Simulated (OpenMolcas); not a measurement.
As3+: effect of the basis set

| Property | Result |
| --- | --- |
| Program | OpenMolcas |
| Method | MS-RASPT2, IPEA 0.25 Eh, imaginary shift 0.1 Eh (closed shells correlated: 3d) |
| Active space | 2 electrons in 9 orbitals (RAS2 4s 4p; RAS3 4d, at most 2 electrons) |
| State averaging | 2S+1 = 3 even, 3 roots; 2S+1 = 1 even, 7 roots; 2S+1 = 3 odd, 3 roots; 2S+1 = 1 odd, 3 roots |
| Spin-orbit coupling | RASSI with atomic mean-field integrals over the reference wave functions, term energies averaged over their components |

A. ANO-RCC-VTZP [6s5p3d1f], DKH2, point nucleus; CASPT2 step about 5 core-seconds
B. ANO-RCC-VQZP [7s6p4d2f1g], DKH2, point nucleus; CASPT2 step about 5 core-seconds
C. ANO-R2 [6s5p4d3f1g], X2C, finite nucleus; CASPT2 step about 7 core-seconds
D. ANO-RCC [9s8p6d4f2g], DKH2, point nucleus; CASPT2 step of the order of 29 core-seconds

Energies in eV above 4s2 1S0, the measured ground level; measured values from Moore, Atomic Energy Levels, vol. II, NSRDS-NBS 35 (1971 reprint of NBS Circular 467, 1952).

| Level | A | B | C | D | Measured |
| --- | --- | --- | --- | --- | --- |
| 4s2 1S0 | 0.0000 | 0.0000 | 0.0000 | 0.0000 | 0.0000 |
| 4s 4p 3P* 0 | 9.051 | 9.117 | 9.269 | 9.216 |  |
| 4s 4p 3P* 1 | 9.178 | 9.241 | 9.393 | 9.342 | 9.5421 |
| 4s 4p 3P* 2 | 9.450 | 9.507 | 9.661 | 9.613 | 9.8558 |
| 4s 4p 1P* 1 | 13.978 | 13.913 | 13.762 | 13.851 | 13.8890 |
| 4p2 1D2 | 21.767 | 21.864 | 22.034 | 22.012 |  |
| 4p2 3P0 | 22.049 | 22.102 | 22.075 | 22.157 |  |
| 4p2 3P1 | 22.209 | 22.258 | 22.233 | 22.318 | 22.4992 |
| 4p2 3P2 | 22.502 | 22.545 | 22.540 | 22.618 | 22.8619 |

Deviations, from unrounded energies. A percentage is the sum of absolute deviations over the sum of measured energies, with the sign that they share, or ± where signs differ.

```
           Against measurement  Levels     A     B     C     D
mean absolute deviation (cm-1)       5  2400  2000  1700  1500
      other configurations (%)       5  ±1.9  ±1.6  -1.3  -1.2
```

D lies closest to measurement on these levels and A furthest from it. The largest miss of D in the table is 4p2 3P2, by -2000 cm-1. The ranking rests on the paired levels alone, and a cruder setting can come out closer through cancelling errors.

Among A to D the level of the table that moves most is 4p2 1D2, by 2100 cm-1 (lowest in A, highest in C). Moves below CASPT2's spread within the term are not significant.

Term energies are means over components that CASPT2 splits; among the terms shown or strongly mixed into the levels shown the widest spread is 36 cm-1 (4p2 1D, C). Active for correlation alone: 4d; no level in the range computed is led by a configuration that fills it, so any true level of that kind is missing. Some terms mix strongly with configurations of 4d, whose occupation reaches 0.25 (4p2 1D) (figures for A; the like holds for B, C, D). Measured partners are found by configuration, term and J. A level has none where our copy of the source lacks it or the pairing is in doubt (some pairs that miss far off the trend of their configuration count as doubtful), and it then counts in no deviation. Only configurations of the active space appear. Levels that lie high or do not pair safely by name in every column are left out.

* marks odd parity.
